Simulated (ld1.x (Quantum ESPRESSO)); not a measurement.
## Before and after: PAW potential for oxygen (O)

* Element: oxygen
* Generator: ld1.x (Quantum ESPRESSO) 7.5
* Type: PAW
* Functional: PBEsol
* Relativity: non-relativistic
* Frozen core: [He]
* Valence charge: 6
* Reference configuration: 2s2 2p3.5 (charge +0.5)
* Partial waves: 2s (bound): rcut 0.60, rcutus 0.65 bohr; 2s channel at -1.15 Ry: rcut 0.60, rcutus 0.65 bohr; 2p (bound): rcut 1.20, rcutus 1.35 bohr; 2p channel at 1.25 Ry: rcut 1.20, rcutus 1.35 bohr
* Local potential: all-electron potential smoothed inside 1.10 bohr (lloc = -2)
* Core correction: a·sin(br)/r model core, default radius (ld1.x builds one for every PAW set, though the input has nlcc=.false.)
* Augmentation charge: GAUSS, radius 0.65 bohr

Change: all radii but the core radius scaled by about 1.20 (s 0.78, p 1.62 bohr, rcut 0.72/1.44); local potential all-electron potential smoothed inside 1.32 bohr (lloc = -2); augmentation GAUSS, radius 0.78 bohr.

Cutoffs: the cutoffs (Ry, on a coarse ladder) from which the occupation-weighted sum of valence levels, in a spherical-Bessel basis at the reference potential, stays within 10 and 1 mRy of its value at 400 Ry; they do not see the model core or the augmentation charge, which bear on the density cutoff. Errors are all-electron minus pseudo energies relative to the spin-unpolarised reference configuration.

Predict the effect on cutoff, ghosts and configuration errors.

The potential gets softer (90 Ry and 120 Ry → 50 Ry and 70 Ry); of the 7 tests that both files solve, the error grows in 3 and shrinks in 2 by more than 15 % and 0.3 meV (median size 1.2 → 0.6 meV); neither file shows a bound ghost. A larger radius leaves more room for a smooth pseudo-wave, so fewer plane waves are needed.

```tsv
quantity	base	changed
cutoff, loose	90 Ry	50 Ry
cutoff, tight	120 Ry	70 Ry
loose cutoff by channel (10 mRy a level)	s 80 Ry, p 35 Ry	s 45 Ry, p 25 Ry
bound ghosts	none	none
error for 2s2 2p4, meV [ΔE -6.26 eV]	0.0	+0.4
error for 2s2 2p3, meV [ΔE 10.11 eV]	0.0	+0.3
error for 2s2 2p2, meV [ΔE 43.59 eV]	-1.3	+0.6
error for 2s1 2p4, meV [ΔE 25.19 eV]	+1.2	+1.2
error for 2s1 2p5, meV [ΔE 8.54 eV]	+1.6	+4.6
error for 2s2 2p0, meV [ΔE 173.95 eV]	-18	-33
error for 2s0 2p6, meV [ΔE 23.38 eV]	-1.0	-0.3
lowest overlap eigenvalue by channel	s 0.54, p 1.00	s 0.38, p 0.34
```
